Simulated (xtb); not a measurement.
H3Si, doublet, at a GFN2-xTB geometry; GFN0-xTB in xtb 6.7.1.

Input for xtb:
```
$ xtb mol.xyz --gfn 0 --uhf 1 --grad --json

# file mol.xyz
4

Si     0.00172380     0.00046639     0.05606838
H     -0.01025152     1.41163100    -0.27334508
H      1.21691602    -0.70748096    -0.29344641
H     -1.23079768    -0.71067955    -0.21816587
```

Q: Predict the main parts of the log of this xtb run.

A: 
```
   ID    Z sym.   atoms
    1   14 Si     1
    2    1 H      2-4

           -------------------------------------------------
          |                Calculation Setup                |
           -------------------------------------------------

           -------------------------------------------------
          |                 G F N 0 - x T B                 |
           -------------------------------------------------

          ...................................................
          :                      SETUP                      :
          :.................................................:
          :  # basis functions                  16          :
          :  # atomic orbitals                  15          :
          :  # shells                            9          :
          :  # electrons                         7          :
          :  electronic temp.          300.0000000     K    :
          :  accuracy                    1.0000000          :
          :  -> integral cutoff          0.2500000E+02      :
          :  -> integral neglect         0.1000000E-07      :
          ...................................................

         :::::::::::::::::::::::::::::::::::::::::::::::::::::
         ::                     SUMMARY                     ::
         :::::::::::::::::::::::::::::::::::::::::::::::::::::
         :: total energy              -3.451469397691 Eh    ::
         :: gradient norm              0.010429121183 Eh/a0 ::
         :: HOMO-LUMO gap              2.344356742340 eV    ::
         ::.................................................::
         :: H0 energy                 -3.455356823757 Eh    ::
         :: repulsion energy           0.034593385325 Eh    ::
         :: electrostat energy        -0.030329814666 Eh    ::
         :: -> Gsolv                   0.000000000000 Eh    ::
         ::    -> Gsasa                0.000000000000 Eh    ::
         ::    -> Gshift               0.000000000000 Eh    ::
         :: dispersion energy         -0.000376144593 Eh    ::
         :: short-range corr.          0.000000000000 Eh    ::
         :: add. restraining           0.000000000000 Eh    ::
         :: total charge               0.000000000000 e     ::
         :::::::::::::::::::::::::::::::::::::::::::::::::::::

           -------------------------------------------------
          |                Property Printout                |
           -------------------------------------------------

    * Orbital Energies and Occupations

         #    Occupation            Energy/Eh            Energy/eV
      -------------------------------------------------------------
         1        2.0000           -0.6159947             -16.7621
         2        2.0000           -0.4775133             -12.9938
         3        2.0000           -0.4775133             -12.9938
         4        1.0000           -0.3133144              -8.5257 (HOMO)
         5                         -0.2271609              -6.1814 (LUMO)
         6                         -0.2271609              -6.1814
         7                         -0.1874342              -5.1003
         8                         -0.1041758              -2.8348
         9                         -0.1041758              -2.8348
        10                         -0.1019066              -2.7730
        11                         -0.1019066              -2.7730
        12                         -0.0226948              -0.6176
        13                          0.6750859              18.3700
        14                          0.6750859              18.3700
        15                          0.8054569              21.9176
      -------------------------------------------------------------
                  HL-Gap            0.0861535 Eh            2.3444 eV
             Fermi-level            0.0000000 Eh            0.0000 eV

     #   Z          covCN         q      C6AA      α(0)
     1  14 Si       2.766     0.442   201.763    30.446
     2   1 H        0.922    -0.147     7.562     4.300
     3   1 H        0.922    -0.147     7.562     4.300
     4   1 H        0.922    -0.147     7.562     4.300

 Mol. C6AA /au·bohr⁶  :        496.072431
 Mol. C8AA /au·bohr⁸  :      21907.054802
 Mol. α(0) /au        :         43.347162

Wiberg/Mayer (AO) data.
largest (>0.10) Wiberg bond orders for each atom

 ---------------------------------------------------------------------------
     #   Z sym  total        # sym  WBO       # sym  WBO       # sym  WBO
 ---------------------------------------------------------------------------
     1  14 Si   2.765 --     3 H    0.922     4 H    0.922     2 H    0.922
     2   1 H    0.939 --     1 Si   0.922
     3   1 H    0.939 --     1 Si   0.922
     4   1 H    0.939 --     1 Si   0.922
 ---------------------------------------------------------------------------

Topologies differ in total number of bonds
Writing topology from bond orders to xtbtopo.mol

 dipole moment from electron density (au)
     X       Y       Z
   0.0128   0.0035   0.4169  total (Debye):    1.060

           -------------------------------------------------
          | TOTAL ENERGY               -3.451469397691 Eh   |
          | GRADIENT NORM               0.010429121183 Eh/α |
          | HOMO-LUMO GAP               2.344356742340 eV   |
           -------------------------------------------------

normal termination of xtb
```
